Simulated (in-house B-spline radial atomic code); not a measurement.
Results of a calculation; reference values are marked as such.
# Correlation energy from the adiabatic connection: −V exp(−r²/w²), V = 14.5, w = 1.75

Two electrons in a singlet, external potential −V exp(−r²/w²), V = 14.5, w = 1.75 (atomic units). Full CI in B-splines (partial waves to l = 8, correlation up to 0.6 % small) with the density held fixed gives W(λ) = <V_ee>_λ − U, and E_c is the integral of W(λ) − W(0) from 0 to 1.

```tsv
λ	W(λ) − W(0) (hartree)
0	0.00000
0.02	-0.00196
0.05	-0.00486
0.12	-0.01152
0.25	-0.02343
0.4	-0.03649
0.6	-0.05282
0.8	-0.06803
1	-0.08221
```

Q: Integrate the table by the trapezoid rule.

A: The strips give -0.00002, -0.00010, -0.00057, -0.00227, -0.00449, -0.00893, -0.01209, -0.01502, which sum to -0.04350 hartree. The direct value, W(1) − W(0) + T_c with T_c = 0.03864, is -0.04357; the curve is convex, so chords lie above it and the trapezoids fall short in size by 0.16 %.

Q: Now use only three numbers: W(0) = -1.2465, the initial slope W'(0) = -0.0982 (extrapolated from the first points) and the strong-coupling limit of the point-charge-plus-continuum model, W∞ = -1.716. What do second-order theory and the interpolation W(λ) = W∞ + (W(0) − W∞)/√(1 + 2χλ) of Seidl, Perdew and Levy give?

A: Second order keeps the slope alone: E_c = W'(0)/2 = -0.04910, +13 % in size against -0.04357. Matching the slope fixes χ = W'(0)/(W∞ − W(0)) = -0.0982/(-0.46950) = 0.20916. Integrating, with s = √(1 + 2χ) = 1.190931, E_c = −(W(0) − W∞)(s − 1)/(s + 1) = −0.46950 × 0.190931/2.190931 = -0.04092 hartree, -6.1 % in size against the full result. At λ = 1 the formula gives W − W(0) = -0.07527 against -0.08221. Part of the miss can come from the model's W∞.
